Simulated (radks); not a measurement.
Task: Coherent X-ray form factor from a spherical all-electron density. All-electron calculation, scalar-relativistic Kohn-Sham, r2SCAN, spin-polarised, spherical densities, finite nucleus; meta-GGA in the generalised Kohn-Sham scheme; Fermi nuclear charge, rms radius of each element as measured or else 0.836 A^(1/3) + 0.57 fm. Program: a radial shooting solver on a logarithmic mesh with Libxc functionals.

sin(theta)/lambda (1/angstrom),f0 (electrons)
0.05,24.829
0.1,24.328
0.15,23.532
0.2,22.492
0.25,21.271
0.3,19.934
0.4,17.154
0.5,14.541
0.6,12.312
0.8,9.186
1,7.448
1.25,6.273
1.5,5.477
2,4.076

The species is in the configuration that NIST lists as its ground one. Which atom or ion scatters so?

Result: The zinc ion Zn5+, [Ar] 3d7. Extrapolating in s^2 from the first two rows gives f0(0) = 25.0, near the electron count 25; among species with that count, the fall with angle is slower the higher Z, and the table is that of Z = 30; from so few rows the species is fixed only to a neighbour or two.
